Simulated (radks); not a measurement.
Values are calculated unless marked as measured or tabulated.
Spin polarisation of the 3p2 shell in Cl3+. Start: [Ne] 3s2 3p(up 1, down 1); electrons of 3p are moved from spin down to spin up, other shells keep equal spins. Level of theory: non-relativistic Kohn-Sham, PBE, spin-polarised, spherical densities, point nucleus (a radial shooting solver on a logarithmic mesh with Libxc functionals).

| moment (Bohr magnetons) | E - E(0) (eV) | e(3p up) (eV) | e(3p down) (eV) | 3s down minus up (eV) | 2p down minus up (eV) |
|---|---|---|---|---|---|
| 0 | 0.000 | -45.113 | -45.113 | 0.000 | 0.000 |
| 0.5 | -0.094 | -45.470 | -44.717 | 0.783 | 0.150 |
| 1 | -0.377 | -45.794 | -44.278 | 1.576 | 0.300 |
| 1.5 | -0.854 | -46.086 | -43.787 | 2.387 | 0.451 |
| 2 | -1.529 | -46.347 | -43.240 | 3.222 | 0.604 |

At moment 2 the spin-polarisation energy is -1.529 eV and the 3p exchange splitting 3.107 eV, that is 1.553 eV per Bohr magneton; E = -I m^2/4 would give I = 1.529 eV.
